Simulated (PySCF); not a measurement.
**Correlation energy of Al+ (aluminium, charge +1)**

[Ne] 3s2, closed-shell 1S. Computed with PySCF 2.14 in aug-cc-pV(D+d)Z, with no relativity, point nucleus. Frozen: [Ne]; 2 electrons correlated.

Total MP2 correlation energy: -25.52 mhartree.

Same-spin part 0.00 and opposite-spin part -25.52 mhartree; SCS-MP2 scales them by 1/3 and 6/5 to -30.62 mhartree.

With two correlated electrons CCSD is exact within the correlated space (frozen core and kept virtual orbitals).

```tsv
level	correlation energy (mhartree)
CCSD	-38.79
```

Diagnostics: T1 = 0.0081, D1 = 0.0115, largest double amplitude 0.112.

Cost of the coupled-cluster step: 0.08 s of wall time on 1 thread of Neoverse-V1 (shared host), for 2 correlated electrons.
